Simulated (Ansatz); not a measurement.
Ideal-gas functions of AlFH3Sb, SMILES `[F][SbH][AlH2]` at 500 K and 1 bar, from an Ansatz frequency run at PBE0-D4/def2-TZVP.

Molar mass 170.76 g/mol, point group C1 (symmetry number 1), electronic degeneracy 1, moments of inertia 65.813, 190.827, 250.511 u Å². Harmonic wavenumbers (cm⁻¹, unscaled): 111, 131, 266, 325, 385, 568, 590, 652, 752, 1901, 1906, 1936.

Use S(trans) = R[1.5 ln M + 2.5 ln T − 1.1517]; rotational temperatures θ = 24.2544 K / I; S(rot) = R[ln(√π/σ · √(T³/θAθBθC)) + 1.5]; for each mode x = 1.438777 ν̃/T, S = R[x/(eˣ − 1) − ln(1 − e⁻ˣ)] and H = RT x/(eˣ − 1); 1 cm⁻¹ = 0.0119627 kJ/mol; R = 8.31446 J/(mol·K).

**Question.** By hand: the entropy, in J/(mol·K).

**Answer.** Translation 183.7. Rotation: θ = 0.3685, 0.1271, 0.0968 K, giving 117.2. Vibration, mode by mode: 17.84, 16.48, 10.74, 9.17, 7.88, 5.10, 4.85, 4.20, 3.35, 0.23, 0.22, 0.21, in all 80.3. Electronic 0.0. Sum 381.2 J/(mol·K).

**Question.** By hand: H − E and G − E in kJ/mol, counted from the electronic energy.

**Answer.** Zero-point energy ½ × 9523 × 0.0119627 = 57.0; thermal vibration 20.6; translation, rotation and pV give 4 RT = 16.6. H − E = 94.2 kJ/mol, and G − E = 94.2 − 500 × 381.2/1000 = -96.4 kJ/mol.

Vibration gives 21 % of the entropy, 34.3 J/(mol·K) of it from the modes under 150 cm⁻¹: soft modes count most, and the harmonic formula is weakest for them. The sum counts one conformer and one mirror image; others add a mixing term.
